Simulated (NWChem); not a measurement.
System: C₂H₄FNSi; SMILES N1=C[SiH2][C@@H]1F

NWChem input:

```
start job
memory heap 200 mb stack 900 mb global 1100 mb
geometry units angstroms noautoz
  F      0.486890    -1.861382    -0.229557
  C      0.034665    -0.773454     0.446318
  N     -1.281581    -0.332272    -0.026624
  C     -1.129949     0.932188    -0.215809
  Si     0.739743     0.977808     0.025193
  H     -0.041672    -1.036074     1.516921
  H     -1.982037     1.569253    -0.491027
  H      1.395287     1.858174     1.042698
  H      1.511927     1.037038    -1.249612
end
basis spherical
  * library def2-svp
end
dft
  xc becke88 lyp
  iterations 150
  mulliken
end
task dft energy
```

Coordinates come from a PBE0/def2-SVP optimisation.

### Question
Predict the main results of this run. (BLYP/def2-SVP.) Quantities: energy (Ha); highest occupied level (eV); orbital gap (eV); dipole (D).

### Answer
```json
{
 "energy (Ha)": "-522.30",
 "highest occupied level (eV)": "-5.54",
 "orbital gap (eV)": "3.57",
 "dipole (D)": "2.39"
}
```
